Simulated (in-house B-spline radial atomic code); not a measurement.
## Eu7+: [He] 2s1 2p6 3s2 3p6 3d10 4s2 4p6 4d10 4f5 5s2 5p4 (with a hole in an inner shell)

All numbers are computed (Dirac-Hartree-Fock, average of configuration; Fermi nucleus of rms radius 5.1115 fm) with a B-spline radial code for spherical atoms, not measured.

Screening seen three ways: the hydrogenic charge with the same mean radius, Z_r = [3n² - l(l+1)]/(2<r>), the one with the same energy, Z_e = n√(-2ε), and Slater's rules. Values are occupation-weighted means over j. An effective charge above Z reflects the relativistic contraction of the inner shells.

```tsv
shell	electrons	ε (eV)	<r> (bohr)	Z_r	Z_e	Slater
1s	2	-49145	0.02231	67.22	60.10	62.70
2s	1	-8400.9	0.09445	63.53	49.70	59.20
2p	6	-7517.2	0.08316	60.12	47.01	59.20
3s	2	-2001.9	0.2457	54.94	36.39	52.60
3p	6	-1728.2	0.2436	51.31	33.81	52.60
3d	10	-1349.4	0.2214	47.43	29.88	42.85
4s	2	-512.26	0.5554	43.21	24.54	36.25
4p	6	-416.47	0.5841	39.38	22.13	36.25
4d	10	-275.73	0.6273	33.47	18.01	24.85
5s	2	-149.37	1.254	29.89	16.57	14.70
4f	5	-126.13	0.727	24.76	12.18	16.60
5p	4	-121.46	1.378	26.48	14.94	14.70
```

The least bound orbital is 5p3/2 at -119.5 eV, and it is also the most diffuse (<r> = 1.397 bohr). The part-filled 2s shell lies below the filled 5s shell in orbital energy.

Spin-orbit splittings of the orbital energies (j = l + 1/2 above j = l - 1/2 when positive): 2p 657.9 eV, 3p 139.3 eV, 3d 30.77 eV, 4p 31.75 eV, 4d 6.033 eV, 4f 0.8685 eV, 5p 5.855 eV.

For the 1s electron the small component carries 5.5 % of the norm, the zero-frequency Breit interaction raises the level by 139.8 eV, self-energy by 85.43 eV, and vacuum polarisation lowers it by 13.72 eV.
